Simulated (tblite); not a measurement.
Species: C4H9B2GeN.
Bonds: N1–B2, B2–C3, C3–C4 (double), C4–B5, B5–Ge6, B5–C7, C7–C8 (double), B2–C8. Hydrogens: H9, H10 on N1; H11 on C3; H12 on C4; H13, H14, H15 on Ge6; H16 on C7; H17 on C8.

Computed with GFN2-xTB (tblite), gas phase: L-BFGS steps from a force-field or distance-geometry start until the largest atomic force falls under 0.01 eV/Å.

Geometry at step 6:
```
atom  x, y, z in Å
N1     -3.1397    0.0802    0.1414
B2     -1.7669   -0.2060    0.0455
C3     -0.9347   -0.0388    1.3549
C4      0.4023   -0.1120    1.3155
B5      1.1177   -0.1971   -0.0328
Ge6     2.9949    0.4641   -0.1933
C7      0.3035   -0.6194   -1.2789
C8     -1.0390   -0.6654   -1.2519
H9     -3.9246   -0.3741   -0.3056
H10    -3.4656    0.7607    0.8126
H11    -1.4278    0.0558    2.3160
H12     0.9597    0.0544    2.2296
H13     3.9137   -0.1219   -1.2145
H14     3.8417    0.5034    1.0366
H15     2.9404    1.9070   -0.5604
H16     0.7973   -0.7174   -2.2385
H17    -1.5797   -0.7615   -2.1862
```

Task: What forces act on the atoms?

Result: 
| atom | Fx (eV/Å) | Fy (eV/Å) | Fz (eV/Å) |
| --- | --- | --- | --- |
| N1 | -0.126 | -0.051 | -0.008 |
| B2 | -0.739 | -0.236 | 0.392 |
| C3 | 0.013 | 0.172 | -0.076 |
| C4 | 0.073 | 0.326 | 0.058 |
| B5 | 0.157 | -0.289 | -0.195 |
| Ge6 | -0.060 | -0.007 | 0.020 |
| C7 | 0.066 | 0.153 | 0.003 |
| C8 | -0.136 | 0.279 | 0.048 |
| H9 | 0.384 | 0.286 | -0.437 |
| H10 | 0.045 | -0.336 | 0.233 |
| H11 | -0.119 | 0.148 | 0.041 |
| H12 | 0.129 | -0.260 | 0.193 |
| H13 | 0.045 | 0.007 | -0.096 |
| H14 | 0.046 | -0.020 | 0.090 |
| H15 | 0.165 | 0.220 | -0.116 |
| H16 | 0.141 | -0.189 | -0.113 |
| H17 | -0.084 | -0.204 | -0.037 |

The largest, 0.87 eV/Å, acts on B2; the rms over all components is 0.207 eV/Å. The forces sum to zero within rounding, as they must for an isolated molecule in no field.

Task: Give the force on B2 in Eh/bohr and in nN.

Result: 0.869 eV/Å ÷ 51.422 = 0.01690 Eh/bohr, and 0.869 eV/Å × 1.602 = 1.39 nN.

Task: How far is this geometry from the end of the optimisation?

Result: 0.370 eV above it, and 0.210 Å rms away after alignment. The bonds farthest from their final lengths, with half the difference of the two atoms' forces along the bond (positive lengthens):

```json
{"bond": "N1–B2", "now (Å)": "1.406", "final (Å)": "1.386", "force along bond (eV/Å)": "-0.29"}
{"bond": "B5–Ge6", "now (Å)": "1.997", "final (Å)": "2.015", "force along bond (eV/Å)": "-0.06"}
{"bond": "C4–B5", "now (Å)": "1.529", "final (Å)": "1.543", "force along bond (eV/Å)": "+0.15"}
{"bond": "Ge6–H15", "now (Å)": "1.490", "final (Å)": "1.502", "force along bond (eV/Å)": "+0.12"}
{"bond": "Ge6–H13", "now (Å)": "1.493", "final (Å)": "1.503", "force along bond (eV/Å)": "+0.07"}
{"bond": "Ge6–H14", "now (Å)": "1.494", "final (Å)": "1.503", "force along bond (eV/Å)": "+0.06"}
```

The angle farthest from its final value is B5–Ge6–H15, 107.8° against 115.2°.

Of the 5 listed bonds off by 0.010 Å or more, this force points towards the final length in 4.

What follows is the cost of the whole relaxation. Hardware: one thread, Arm Neoverse N1 (aarch64), shared host with 64 logical CPUs at a one-minute load of 62. Cost: 0.7 s of wall time.
